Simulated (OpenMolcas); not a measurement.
Cr²⁺.

| Quantity | Value |
| --- | --- |
| Program | OpenMolcas 26.06 |
| Method | CASSCF |
| Basis | ANO-RCC-VTZP [6s5p3d2f1g] |
| Scalar Hamiltonian | DKH2, point nucleus |
| Active space | 4 electrons in 10 orbitals (3d 4d) |
| State averaging | 2S+1 = 5 even, 5 roots; 2S+1 = 3 even, 45 roots; 2S+1 = 1 even, 44 roots |
| Spin-orbit coupling | RASSI with atomic mean-field integrals over the reference wave functions, term energies averaged over their components |

Levels without dynamic correlation, in cm⁻¹ above 3d⁴ ⁵D₀:

```json
{"Level": "3d⁴ ³F₂(1)", "E": "22017"}
{"Level": "3d⁴ ³H₄", "E": "19164"}
{"Level": "3d⁴ ³P₀(1)", "E": "20674"}
{"Level": "3d⁴ ³G₃", "E": "24163"}
```

On this reference, MS-CASPT2, IPEA 0.25 Eh, imaginary shift 0.1 Eh (closed shells correlated: 3s 3p) puts 3d⁴ ³F₂(1) at 19100 cm⁻¹.

Problem. Estimate the other levels at that method by one scale factor, and say how well it serves.

Solution. The factor is 19100 / 22017 = 0.868. Scaled values beside those that MS-CASPT2 gives and measured ones (Sugar and Corliss, J. Phys. Chem. Ref. Data 6, 317 (1977)):
| Level | Scaled | MS-CASPT2 | Miss (%) | Measured |
| --- | --- | --- | --- | --- |
| 3d⁴ ³H₄ | 16634 | 17880 | -7.0 | 17274 |
| 3d⁴ ³P₀(1) | 17945 | 17260 | +4.0 | 16771 |
| 3d⁴ ³G₃ | 20973 | 21490 | -2.4 | 20704 |
For these levels the scaled values miss MS-CASPT2 by up to 7.0 %, as correlation changes each term by its own factor, spin-orbit parts do not scale and CASPT2 has its own spread within terms. This holds within one configuration; levels of others move differently, and the target method has errors of its own against measurement.

Term energies are means over components that CASPT2 splits; among the terms shown or strongly mixed into the levels shown the widest spread is 230 cm-1 (3d⁴ ³G, MS-CASPT2). Active for correlation alone: 4d; no level in the range computed is led by a configuration that fills it, so any true level of that kind is missing. Without dynamic correlation excited terms often stand tens of per cent too high (terms of higher spin than the ground term too low), and those without a measured partner can miss by more than the paired ones (holds for CASSCF). The CASPT2 spread within a term exceeds the gap to the next term for 3d⁴ ³P(1) and 3d⁴ ³H, so the order of their levels is uncertain (holds for MS-CASPT2). Measured partners are found by configuration, term and J. A level has none where our copy of the source lacks it or the pairing is in doubt (some pairs that miss far off the trend of their configuration count as doubtful), and it then counts in no deviation. Levels of configurations outside the active space are missing.

A number in round brackets counts repeated terms of one configuration in the order of the reference energies.
